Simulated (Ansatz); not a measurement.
`CC#[C][GeH2][NH2]` and `CC#C[SiH2]C` differ in one atom or group.

Ansatz, PBE0-D4/def2-TZVP geometries, multiplicity 1. Each molecule was computed in one conformer, which needn't be the lowest.

Scalar relativity is left out up to krypton.

```json
{"property": "HOMO energy (B3LYP/def2-TZVPP) / eV", "`CC#[C][GeH2][NH2]`": "-7.02"}
{"property": "size of the dipole moment (PBE/def2-TZVPP) / D", "`CC#[C][GeH2][NH2]`": "2.10"}
{"property": "size of the dipole moment (ωB97M-V/def2-TZVPP) / D", "`CC#[C][GeH2][NH2]`": "2.13"}
{"property": "LUMO energy (PBE/def2-TZVPP) / eV", "`CC#[C][GeH2][NH2]`": "-0.73"}
{"property": "HOMO energy (PBE0/def2-TZVPP) / eV", "`CC#[C][GeH2][NH2]`": "-7.27"}
{"property": "LUMO energy (PBE0/def2-TZVPP) / eV", "`CC#[C][GeH2][NH2]`": "0.13"}
```

(1) What does the change do to each property? (An estimate is asked.)

Results:

(1) Computed: 
| property | `CC#C[SiH2]C` | shift |
| --- | --- | --- |
| HOMO energy (B3LYP/def2-TZVPP) / eV | -7.34 | -0.32 |
| size of the dipole moment (PBE/def2-TZVPP) / D | 1.48 | -0.62 |
| size of the dipole moment (ωB97M-V/def2-TZVPP) / D | 1.45 | -0.68 |
| LUMO energy (PBE/def2-TZVPP) / eV | -0.63 | 0.10 |
| HOMO energy (PBE0/def2-TZVPP) / eV | -7.57 | -0.30 |
| LUMO energy (PBE0/def2-TZVPP) / eV | 0.26 | 0.13 |

With PBE0 the HOMO falls by 0.30 eV and the LUMO rises by 0.13 eV, so the gap widens by about 0.43 eV. PBE moves the HOMO by -0.50 eV and ωB97M-V by -0.21 eV. Dipoles are sizes alone; their direction can turn.

B3LYP here is the variant with VWN-RPA as its local correlation; programs differ in this.
